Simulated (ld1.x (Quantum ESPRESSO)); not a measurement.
## PBE PAW dataset for lanthanum (La), scalar-relativistic all-electron reference.

The input file (ld1.x (Quantum ESPRESSO) 7.5):

```
&input
   title='La', zed=57., rel=1, dft='PBE', iswitch=3,
   config='[Xe] 4f0 5d1 6s1 6p0',
   nld=4, rlderiv=4.25, eminld=-5.0, emaxld=5.0, deld=0.02
 /
 &inputp
   pseudotype=3, lpaw=.true., tm=.true., lloc=-2, rcloc=3.10,
   nlcc=.true., new_core_ps=.true., rcore=1.75,
   which_augfun='BESSEL', rmatch_augfun=1.80,
   file_pseudopw='La.UPF', file_wfcaegen='ae.wfc', file_wfcncgen='nc.wfc', file_beta='beta', file_chi='chi', file_wfcusgen='us.wfc'
 /
8
5S  1  0   2.00   0.00  2.00  2.75  0.0
6S  2  0   1.00   0.00  2.00  2.75  0.0
5P  2  1   6.00   0.00  2.55  3.55  0.0
6P  3  1   0.00   0.00  2.55  3.55  0.0
5D  3  2   1.00   0.00  3.25  3.90  0.0
5D  3  2   0.00   4.45  3.25  3.90  0.0
4F  4  3   0.00   0.00  1.60  2.00  0.0
4F  4  3   0.00   2.25  1.60  2.00  0.0
 &test
   configts(1)='4f0 5s2 5p6 5d1 6s1 6p0'
 /
```

Command:

```bash
ld1.x < La.in > La.out
```

Output (shortened: banner, matrices, multipoles, cross overlaps and the repeated all-electron block are left out):

```
Program LD1 v.7.5
     --------------------------- All-electron run ----------------------------

     La
     scalar relativistic calculation

     atomic number is 57.00
     dft =PBE   lsd =0 sic =0 latt =0  beta=0.20 tr2=1.0E-14
     Exchange-correlation= PBE
                           (   1   4   3   4   0   0   0)
     mesh =1253 r(mesh) = 100.17801 a.u. xmin = -7.00 dx = 0.01250
     1 Ry =  13.60569312 eV, c = 137.03599908

     n l     nl                  e(Ry)          e(Ha)          e(eV)
     1 0     1S 1( 2.00)     -2848.6951     -1424.3475    -38758.4712
     2 0     2S 1( 2.00)      -453.8447      -226.9224     -6174.8724
     2 1     2P 1( 6.00)      -406.7913      -203.3957     -5534.6777
     3 0     3S 1( 2.00)       -97.4111       -48.7056     -1325.3462
     3 1     3P 1( 6.00)       -82.3880       -41.1940     -1120.9458
     4 0     4S 1( 2.00)       -20.0149       -10.0074      -272.3162
     4 1     4P 1( 6.00)       -15.1300        -7.5650      -205.8540
     3 2     3D 1(10.00)       -60.8108       -30.4054      -827.3736
     5 0     5S 1( 2.00)        -3.2885        -1.6442       -44.7422
     5 1     5P 1( 6.00)        -2.0727        -1.0364       -28.2008
     4 2     4D 1(10.00)        -8.0628        -4.0314      -109.6998
     4 3     4F 1( 0.00)        -0.7472        -0.3736       -10.1662
     5 2     5D 1( 1.00)        -0.6254        -0.3127        -8.5086
     6 0     6S 1( 1.00)        -0.6132        -0.3066        -8.3433
     6 1     6P 1( 0.00)        -0.3969        -0.1984        -5.3999

     final scf error:  8.8E-15 reached in  23 iterations

     Etot =  -16986.139335 Ry,   -8493.069668 Ha, -231108.199143 eV

     Ekin =   17968.211378 Ry,    8984.105689 Ha,  244469.969982 eV
     Encl =  -41083.985522 Ry,  -20541.992761 Ha, -558976.099286 eV
     Eh   =    6535.538138 Ry,    3267.769069 Ha,   88920.526301 eV
     Exc  =    -405.903330 Ry,    -202.951665 Ha,   -5522.596140 eV

     normalization and overlap integrals

     s(1S/1S) =  1.000000  <r> =   0.0251  <r2> =    0.0009  r(max) =   0.0161
     s(2S/2S) =  1.000000  <r> =   0.1074  <r2> =    0.0136  r(max) =   0.0914
     s(2P/2P) =  1.000000  <r> =   0.0942  <r2> =    0.0108  r(max) =   0.0729
     s(3S/3S) =  1.000000  <r> =   0.2852  <r2> =    0.0929  r(max) =   0.2610
     s(3P/3P) =  1.000000  <r> =   0.2832  <r2> =    0.0930  r(max) =   0.2546
     s(4S/4S) =  1.000000  <r> =   0.6542  <r2> =    0.4826  r(max) =   0.6108
     s(4P/4P) =  1.000000  <r> =   0.6931  <r2> =    0.5459  r(max) =   0.6341
     s(3D/3D) =  1.000000  <r> =   0.2600  <r2> =    0.0797  r(max) =   0.2111
     s(5S/5S) =  1.000000  <r> =   1.5563  <r2> =    2.7190  r(max) =   1.4112
     s(5P/5P) =  1.000000  <r> =   1.7991  <r2> =    3.6618  r(max) =   1.5792
     s(4D/4D) =  1.000000  <r> =   0.7675  <r2> =    0.6830  r(max) =   0.6750
     s(4F/4F) =  1.000000  <r> =   1.1689  <r2> =    1.8141  r(max) =   0.7460
     s(5D/5D) =  1.000000  <r> =   2.7648  <r2> =    8.9728  r(max) =   2.1857
     s(6S/6S) =  1.000000  <r> =   4.0544  <r2> =   18.4176  r(max) =   3.6037
     s(6P/6P) =  1.000000  <r> =   5.0595  <r2> =   28.7006  r(max) =   4.4569

     ------------------------ End of All-electron run ------------------------

     --------------------- Generating PAW atomic setup --------------------

      Generating local potential from pseudized AE potential:
      Matching radius rcloc =   3.1000
      Enforcing V''(0)=0 (lloc=-2)

      Local pseudo, rcloc= 3.102 Estimated cut-off energy=     3.36 Ry

      Computing core charge for nlcc:

       r > 1.77 : true rho core
      Core charge pseudized with two Bessel functions
      Integrated core pseudo-charge :   3.53
      Wfc-us  5S rcutus= 2.737  Estimated cut-off energy=     7.59 Ry
      Wfc-us  6S rcutus= 2.737  Estimated cut-off energy=    15.47 Ry
      Wfc-us  5P rcutus= 3.515  Estimated cut-off energy=     7.22 Ry
      Wfc-us  6P rcutus= 3.515  Estimated cut-off energy=    13.59 Ry
      Wfc-us  5D rcutus= 3.884  Estimated cut-off energy=     7.84 Ry
      Wfc-us  5D rcutus= 3.884  Estimated cut-off energy=     6.75 Ry
      Wfc-us  4F rcutus= 1.978  Estimated cut-off energy=    40.80 Ry
      Wfc-us  4F rcutus= 1.978  Estimated cut-off energy=    37.30 Ry

     Required augmentation: BESSEL   radius:    1.800000
     Suggested rho cutoff for augmentation:  47.08 Ry

     Estimated PAW energy = -457.438330 Ryd

     ------------------- End of pseudopotential generation -------------------

     Computing logarithmic derivative in   4.26618
     Computing logarithmic derivative in   4.26618
     Computing the partial wave expansion
     R is outside the sphere for l=    0 j= 0.00
     R is outside the sphere for l=    0 j= 0.00
     R is outside the sphere for l=    1 j= 0.00
     R is outside the sphere for l=    1 j= 0.00
     R is outside the sphere for l=    2 j= 0.00
     R is outside the sphere for l=    2 j= 0.00
     R is outside the sphere for l=    3 j= 0.00
     R is outside the sphere for l=    3 j= 0.00

     ---------------------- Testing the pseudopotential ----------------------

     La
     scalar relativistic calculation

     atomic number is 57.00   valence charge is 11.00
     dft = SLA  PW   PBX  PBC   lsd =0 sic =0 latt =0  beta=0.20 tr2=1.0E-14
     mesh =1253 r(mesh) = 100.17801 xmin = -7.00 dx = 0.01250

     n l     nl             e AE (Ry)        e PS (Ry)    De AE-PS (Ry)
     4 3     4F   1( 0.00)       -0.74720       -0.74717       -0.00003
     1 0     5S   1( 2.00)       -3.28849       -3.28847       -0.00002
     2 1     5P   1( 6.00)       -2.07272       -2.07270       -0.00002
     3 2     5D   1( 1.00)       -0.62537       -0.62536       -0.00001
     2 0     6S   1( 1.00)       -0.61322       -0.61321       -0.00001
     3 1     6P   1( 0.00)       -0.39689       -0.39689       -0.00000

     eps = 8.9E-15  iter =  5

     Etot =  -16986.139335 Ry,   -8493.069668 Ha, -231108.199143 eV
     Etotps =  -457.438333 Ry,    -228.719166 Ha,   -6223.765581 eV

     Ekin =     106.857284 Ry,      53.428642 Ha,    1453.867412 eV
     Encl =    -203.231922 Ry,    -101.615961 Ha,   -2765.111168 eV
     Ehrt =      44.839700 Ry,      22.419850 Ha,     610.075196 eV
     Ecxc =    -405.903394 Ry,    -202.951697 Ha,   -5522.597021 eV
     (Ecc =      -4.159401 Ry,      -2.079700 Ha,     -56.591531 eV)

     ---------------------- End of pseudopotential test ----------------------
```

Generation and configuration tests took about 1.6 s on one core of a shared server CPU.

Transferability test of the new file with ld1.x, input:

```
&input
   title='La', zed=57., rel=1, dft='PBE', iswitch=2,
   config='[Xe] 4f0 5d1 6s1 6p0'
 /
 &test
   file_pseudo='La.UPF', nconf=8,
   configts(1)='4f0 5s2 5p6 5d1 6s1 6p0',
   configts(2)='4f0 5s2 5p6 5d1 6s2 6p0',
   configts(3)='4f0 5s2 5p6 5d1 6s0 6p0',
   configts(4)='4f0 5s2 5p6 5d0 6s0 6p0',
   configts(5)='4f1 5s2 5p6 5d0 6s1 6p0',
   configts(6)='4f0 5s1 5p6 5d1 6s2 6p0',
   configts(7)='4f1 5s2 5p6 5d1 6s0 6p0',
   configts(8)='4f0 5s2 5p6 5d1 6s1 6p1'
 /
```

```bash
ld1.x < La.test.in > La.test.out
```

Pseudopotential blocks of its output, shortened (energy terms left out):

```
     ---------------------- Testing the pseudopotential ----------------------

     n l     nl             e AE (Ry)        e PS (Ry)    De AE-PS (Ry)
     4 3     4F   1( 0.00)       -0.74720       -0.74717       -0.00003
     1 0     5S   1( 2.00)       -3.28849       -3.28847       -0.00002
     2 1     5P   1( 6.00)       -2.07272       -2.07270       -0.00002
     3 2     5D   1( 1.00)       -0.62537       -0.62536       -0.00001
     2 0     6S   1( 1.00)       -0.61322       -0.61321       -0.00001
     3 1     6P   1( 0.00)       -0.39689       -0.39689       -0.00000

     eps = 8.9E-15  iter =  5

     Etot =  -16986.139335 Ry,   -8493.069668 Ha, -231108.199143 eV
     Etotps =  -457.438333 Ry,    -228.719166 Ha,   -6223.765581 eV

     ---------------------- End of pseudopotential test ----------------------

          ---------------------- Testing the pseudopotential ----------------------

     n l     nl             e AE (Ry)        e PS (Ry)    De AE-PS (Ry)
     4 3     4F   1( 0.00)       -0.31936       -0.31811       -0.00125
     1 0     5S   1( 2.00)       -2.86085       -2.85943       -0.00142
     2 1     5P   1( 6.00)       -1.64638       -1.64518       -0.00120
     3 2     5D   1( 1.00)       -0.22713       -0.22622       -0.00091
     2 0     6S   1( 2.00)       -0.27043       -0.27023       -0.00019
     3 1     6P   1( 0.00)       -0.09935       -0.09920       -0.00015

     eps = 4.9E-15  iter = 17

     Etot =  -16986.577802 Ry,   -8493.288901 Ha, -231114.164785 eV
     Etotps =  -457.876742 Ry,    -228.938371 Ha,   -6229.730439 eV
     dEtot_ae =      -0.438467 Ry
     dEtot_ps =      -0.438409 Ry,   Delta E=      -0.000058 Ry

     ---------------------- End of pseudopotential test ----------------------
```

The test run then stopped with an error in new_paw_hamiltonian: “negative rho”.
